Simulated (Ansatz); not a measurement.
Reaction (cleavage of the Si–Si bond): `O[Si@H](F)[Si@H](O)F` + `C[SeH]` → `C[Se][SiH](O)F` + `O[SiH2]F`

Calculated with Ansatz (gas phase, PBE0-D4/def2-TZVP geometries, no zero-point term in ΔE). CCSD(T)/CBS is the MP2 limit (def2-TZVPP, def2-QZVPP) plus CCSD(T) − MP2 in def2-TZVPP, frozen cores. Functionals use def2-TZVPP. B3LYP here is the variant with VWN-RPA as its local correlation; programs differ in this. For Se outer-core shells are correlated without core-valence functions, which leaves a few kJ/mol of doubt a bond. Scalar relativity is left out up to krypton. One conformer a species, not always the lowest.

`O[Si@H](F)[Si@H](O)F`:

```xyz
10

O    -1.087   -1.310    1.148
Si   -0.290   -1.199   -0.279
F     0.910   -2.260   -0.337
Si    0.654    0.958   -0.505
O     0.201    1.897    0.759
F     0.122    1.576   -1.884
H    -0.632   -1.041    1.948
H    -1.281   -1.584   -1.309
H     2.132    1.019   -0.524
H    -0.730    1.945    0.982
```

`C[SeH]`:

Cartesian coordinates in Å:
```
C 0.107 -0.242 -0.478
Se 0.198 -0.036 1.458
H -0.922 -0.384 -0.800
H 0.685 -1.135 -0.711
H 0.555 0.616 -0.975
H -0.623 1.181 1.505
```

`C[Se][SiH](O)F`:

Z-matrix (Å, degrees):
```
C
Se 1 1.962
H 1 1.088 2 106.1
H 1 1.087 2 110.5 3 118.9
H 1 1.088 2 110.3 3 -118.5
Si 2 2.254 1 95.1 3 -179.1
F 6 1.594 2 104.9 1 -178.3
O 6 1.630 2 112.9 1 60.7
H 6 1.475 2 114.0 1 -59.0
H 8 0.960 6 117.4 2 47.6
```

`O[SiH2]F`:

Z-matrix (Å, degrees):
```
Si
F 1 1.596
O 1 1.630 2 111.0
H 1 1.482 2 106.0 3 121.4
H 1 1.474 2 108.2 3 -116.3
H 3 0.958 1 119.1 2 71.8
```

| level | ΔE (kcal/mol) | difference from CCSD(T)/CBS |
| --- | --- | --- |
| PBE-D4 | -19.9 | 4.0 |
| r2SCAN-D4 | -22.7 | 1.2 |
| PBE0-D4 | -21.5 | 2.4 |
| B3LYP-D4 | -21.7 | 2.2 |
| ωB97X-V | -21.8 | 2.1 |
| ωB97M-V | -23.6 | 0.3 |
| B2PLYP | -22.9 | 1.0 |
| PBE | -19.6 | 4.3 |
| r2SCAN | -22.7 | 1.2 |
| PBE0 | -21.2 | 2.7 |
| B3LYP | -21.1 | 2.8 |
| HF/def2-TZVPP | -24.0 | -0.1 |
| MP2/def2-TZVPP | -26.0 | -2.1 |
| SCS-MP2/def2-TZVPP | -24.8 | -0.9 |
| CCSD/def2-TZVPP | -23.1 | 0.8 |
| CCSD(T)/def2-TZVPP | -23.2 | 0.7 |
| HF/def2-QZVPP | -24.0 | -0.1 |
| MP2/def2-QZVPP | -26.4 | -2.5 |
| SCS-MP2/def2-QZVPP | -25.1 | -1.2 |
| HF/CBS(def2) | -24.0 | -0.1 |
| MP2/CBS(def2) | -26.7 | -2.8 |
| CCSD/CBS(def2) | -23.8 | 0.1 |
| CCSD(T)/CBS | -23.9 | 0 |

Largest T1 diagnostic among the species: 0.013.

From PBE to PBE0 (25 % exact exchange), in def2-TZVPP and without D4, ΔE moves by −1.6 kcal/mol.
